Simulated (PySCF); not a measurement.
Species: C3H11NSSi2.
SMILES with atom numbers: `[CH3:1][S:2][Si@@H:3]1[CH2:4][CH2:5][SiH2:6][NH:7]1` (hydrogens: H8, H9, H10 on C1; H11 on Si3; H12, H13 on C4; H14, H15 on C5; H16, H17 on Si6; H18 on N7)

Computed with PBE0-D3(BJ)/def2-SVP geometry optimisation, gas phase (PySCF).

**Question.** Give the optimised bond lengths and angles.

**Answer.** 
| bond | length (bohr) |
| --- | --- |
| C1–S2 | 3.443 |
| S2–Si3 | 4.058 |
| Si3–C4 | 3.575 |
| C4–C5 | 2.913 |
| C5–Si6 | 3.578 |
| Si6–N7 | 3.303 |
| Si3–N7 | 3.279 |
| C1–H8, C1–H9, C1–H10 | 2.077 |
| Si3–H11 | 2.837 |
| C4–H12 | 2.086 |
| C4–H13 | 2.083 |
| C5–H14 | 2.083 |
| C5–H15 | 2.086 |
| Si6–H16 | 2.829 |
| Si6–H17 | 2.833 |
| N7–H18 | 1.916 |

Bonds in one row agree within 0.02 bohr and their mean is given. A selection of angles:
| angle | degrees |
| --- | --- |
| S2–C1–H8 | 111.7 |
| S2–C1–H9 | 106.8 |
| H8–C1–H9 | 108.6 |
| C1–S2–Si3 | 101.0 |
| S2–Si3–C4 | 115.4 |
| S2–Si3–N7 | 109.2 |
| S2–Si3–H11 | 105.3 |
| C4–Si3–N7 | 98.8 |
| C4–Si3–H11 | 113.1 |
| N7–Si3–H11 | 115.3 |
| Si3–C4–C5 | 108.7 |
| Si3–C4–H12 | 105.9 |
| Si3–C4–H13 | 112.8 |
| C5–C4–H12 | 110.5 |
| C5–C4–H13 | 112.4 |
| H12–C4–H13 | 106.4 |
| C4–C5–Si6 | 107.9 |
| C4–C5–H14 | 112.2 |
| C4–C5–H15 | 110.3 |
| Si6–C5–H14 | 112.9 |
| Si6–C5–H15 | 107.0 |
| H14–C5–H15 | 106.4 |
| C5–Si6–N7 | 98.5 |
| C5–Si6–H16 | 113.0 |
| C5–Si6–H17 | 112.9 |
| N7–Si6–H16 | 112.5 |
| N7–Si6–H17 | 113.0 |
| H16–Si6–H17 | 107.0 |
| Si6–N7–H18 | 123.2 |
| Si3–N7–Si6 | 115.0 |
| Si3–N7–H18 | 121.7 |

Dihedral angles: C1–S2–Si3–C4 -94° (anticlinal); S2–Si3–C4–C5 -143° (anticlinal); Si3–C4–C5–Si6 35° (synclinal); C4–C5–Si6–N7 -29° (synperiplanar); C5–Si6–N7–Si3 11° (synperiplanar); S2–Si3–N7–Si6 128° (anticlinal).

The 5-membered ring Si3–C4–C5–Si6–N7 has internal angles of 98.5° to 115.0° (sum 529°, against 540° for a flat polygon); it is puckered, 0.16 Å rms from its mean plane, widest ring torsion 35°. Si6 (SiH2 silicon) is distorted tetrahedral (angles from 98.5° to 113.0°). S2 (sulfur bonded to C and Si) is bent (angle 101.0°). N7 (nitrogen bridging silicon atoms) is planar (angles 123.2°, 121.7° and 115.0°, sum 360.0°, 0.01 Å off the plane of its three neighbours). Si3 (SiH silicon) is distorted tetrahedral (angles from 98.8° to 115.4°).

Point group: C1 (no symmetry element, even within 0.4 Å). Stationary, but not proved a minimum. The numbers are those of one conformer.
